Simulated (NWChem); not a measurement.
A series in which one site is exchanged, each optimised at PBE0/def2-SVP with NWChem, gas phase unless a solvent is named. 

A: [OH][AlH2] (AlH3O; site = Al)
B: [OH][GaH2] (GaH$_{3}$O; site = Ga)
C: BO (BH3O; site = B)

| quantity | A | B | C |
|---|---|---|---|
| dipole (D), PBE0/def2-SVP | 1.36 | … | 1.74 |
| highest harmonic frequency (cm⁻¹), PBE0/def2-SVP | 3984 | … | 3901 |
| static polarisability, PBE0/def2-SVPD (bohr³) | 33.4 | … | 21.3 |

Problem. Some entries are withheld; supply them.

Solution. 
- dipole (D), PBE0/def2-SVP, B: 1.47
- highest harmonic frequency (cm⁻¹), PBE0/def2-SVP, B: 3918
- static polarisability, PBE0/def2-SVPD (bohr³), B: 34.8
